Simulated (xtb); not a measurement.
I4Ta (SMILES [I][Ta]([I])([I])[I]), doublet, geometry from GFN2-xTB (such geometries of metal compounds can be far from the true shape) (the multiplicity is a formal guess); xtb with GFN0-xTB.

Input for xtb:
```
$ xtb mol.xyz --gfn 0 --uhf 1 --etemp 1000 --json

# file mol.xyz
5

Ta     0.00000000     0.00000000    -0.00000000
I      2.14803797    -0.62112321    -1.53592236
I      0.80329252     0.39491315     2.56079741
I     -1.16152379     2.26305335    -0.94253416
I     -1.78980670    -2.03684329    -0.08234089
```

Write the output that xtb gives for this input, abridged.


```
   ID    Z sym.   atoms
    1   73 Ta     1
    2   53 I      2-5

           -------------------------------------------------
          |                Calculation Setup                |
           -------------------------------------------------

           -------------------------------------------------
          |                 G F N 0 - x T B                 |
           -------------------------------------------------

          ...................................................
          :                      SETUP                      :
          :.................................................:
          :  # basis functions                  50          :
          :  # atomic orbitals                  45          :
          :  # shells                           15          :
          :  # electrons                        33          :
          :  electronic temp.         1000.0000000     K    :
          :  accuracy                    1.0000000          :
          :  -> integral cutoff          0.2500000E+02      :
          :  -> integral neglect         0.1000000E-07      :
          ...................................................

         :::::::::::::::::::::::::::::::::::::::::::::::::::::
         ::                     SUMMARY                     ::
         :::::::::::::::::::::::::::::::::::::::::::::::::::::
         :: total energy             -16.069832678185 Eh    ::
         :: gradient norm              0.023798193885 Eh/a0 ::
         :: HOMO-LUMO gap              0.000000001917 eV    ::
         ::.................................................::
         :: H0 energy                -16.038161540463 Eh    ::
         :: repulsion energy           0.026936079931 Eh    ::
         :: electrostat energy        -0.056317362744 Eh    ::
         :: -> Gsolv                   0.000000000000 Eh    ::
         ::    -> Gsasa                0.000000000000 Eh    ::
         ::    -> Gshift               0.000000000000 Eh    ::
         :: dispersion energy         -0.002289854909 Eh    ::
         :: short-range corr.          0.000000000000 Eh    ::
         :: add. restraining           0.000000000000 Eh    ::
         :: total charge              -0.000000000000 e     ::
         :::::::::::::::::::::::::::::::::::::::::::::::::::::

           -------------------------------------------------
          |                Property Printout                |
           -------------------------------------------------

    * Orbital Energies and Occupations

         #    Occupation            Energy/Eh            Energy/eV
      -------------------------------------------------------------
         1        2.0000           -0.6634397             -18.0531
       ...           ...                  ...                  ...
         5        2.0000           -0.4620013             -12.5717
         6        2.0000           -0.4383723             -11.9287
         7        2.0000           -0.4383723             -11.9287
         8        2.0000           -0.4379405             -11.9170
         9        2.0000           -0.4379405             -11.9170
        10        2.0000           -0.4379405             -11.9170
        11        2.0000           -0.4328752             -11.7791
        12        2.0000           -0.4328752             -11.7791
        13        2.0000           -0.4328752             -11.7791
        14        2.0000           -0.4255347             -11.5794
        15        2.0000           -0.4255347             -11.5794
        16        2.0000           -0.4255347             -11.5794
        17        0.5000           -0.2910376              -7.9195 (HOMO)
        18        0.5000           -0.2910376              -7.9195 (LUMO)
        19        0.0000           -0.2569667              -6.9924
        20        0.0000           -0.2569667              -6.9924
        21        0.0000           -0.2569667              -6.9924
        22                         -0.0786838              -2.1411
        23                         -0.0561742              -1.5286
        24                         -0.0561742              -1.5286
        25                         -0.0561742              -1.5286
        26                         -0.0522594              -1.4221
        27                         -0.0522594              -1.4221
        28                         -0.0522594              -1.4221
       ...                                ...                  ...
        45                          0.7846612              21.3517
      -------------------------------------------------------------
                  HL-Gap            0.0000000 Eh            0.0000 eV
             Fermi-level            0.0000000 Eh            0.0000 eV

     #   Z          covCN         q      C6AA      α(0)
     1  73 Ta       3.253     0.400   264.513    30.984
     2  53 I        0.822    -0.100   377.533    33.563
     3  53 I        0.822    -0.100   377.533    33.563
     4  53 I        0.822    -0.100   377.533    33.563
     5  53 I        0.822    -0.100   377.533    33.563

 Mol. C6AA /au·bohr⁶  :       8829.364425
 Mol. C8AA /au·bohr⁸  :     924823.104710
 Mol. α(0) /au        :        165.238398

Wiberg/Mayer (AO) data.
largest (>0.10) Wiberg bond orders for each atom

 ---------------------------------------------------------------------------
     #   Z sym  total        # sym  WBO       # sym  WBO       # sym  WBO
 ---------------------------------------------------------------------------
     1  73 Ta   3.491 --     4 I    0.873     5 I    0.873     3 I    0.873
                             2 I    0.873
     2  53 I    0.973 --     1 Ta   0.873
     3  53 I    0.973 --     1 Ta   0.873
     4  53 I    0.973 --     1 Ta   0.873
     5  53 I    0.973 --     1 Ta   0.873
 ---------------------------------------------------------------------------

Topologies differ in total number of bonds
Writing topology from bond orders to xtbtopo.mol

 dipole moment from electron density (au)
     X       Y       Z
  -0.0000   0.0000   0.0000  total (Debye):    0.000

           -------------------------------------------------
          | TOTAL ENERGY              -16.069832678185 Eh   |
          | GRADIENT NORM               0.023798193885 Eh/α |
          | HOMO-LUMO GAP               0.000000001917 eV   |
           -------------------------------------------------

normal termination of xtb
```
